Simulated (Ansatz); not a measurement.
Basis-set series for `C=C[SiH2]BC`. Charge 0, multiplicity 1. The structure was optimised at the PBE0-D4/def2-TZVP level. It is one conformer, not always the lowest.

Z-matrix (Å, degrees):
```
Si
C 1 1.865
B 1 2.019 2 114.4
H 1 1.493 2 107.9 3 -124.9
H 1 1.498 2 109.4 3 118.6
C 2 1.330 1 123.8 3 118.6
H 2 1.090 1 118.5 3 -59.9
C 3 1.551 1 124.4 2 8.8
H 3 1.202 1 117.3 2 -168.8
H 6 1.087 2 121.7 1 1.6
H 6 1.087 2 122.3 1 -178.6
H 8 1.093 3 114.8 1 150.8
H 8 1.091 3 116.4 1 19.6
H 8 1.106 3 102.6 1 -95.6
```

```json
{"functional": "PBE0-D4", "basis": "def2-TZVPP", "functions": "292", "energy (Eh)": "-433.78545", "HOMO (eV)": "-7.36", "LUMO (eV)": "-1.70"}
{"functional": "PBE0-D4", "basis": "def2-QZVPP", "functions": "568", "energy (Eh)": "-433.80359", "HOMO (eV)": "-7.37", "LUMO (eV)": "-1.72"}
{"functional": "ωB97M-V", "basis": "def2-TZVPP", "functions": "292", "energy (Eh)": "-433.97729", "HOMO (eV)": "-9.50", "LUMO (eV)": "0.26"}
{"functional": "ωB97M-V", "basis": "def2-QZVPP", "functions": "568", "energy (Eh)": "-433.99443", "HOMO (eV)": "-9.51", "LUMO (eV)": "0.22"}
```

(1) Give the rows for def2-SVP. (Estimate.)

Results:

(1) The calculation gave: 
```json
{"functional": "PBE0-D4", "basis": "def2-SVP", "functions": "119", "energy (Eh)": "-433.52735", "HOMO (eV)": "-7.32", "LUMO (eV)": "-1.64"}
{"functional": "ωB97M-V", "basis": "def2-SVP", "functions": "119", "energy (Eh)": "-433.70746", "HOMO (eV)": "-9.44", "LUMO (eV)": "0.41"}
```

Positive LUMOs are unbound and depend on the basis.

Results of the Gaussian-basis code of Ansatz.
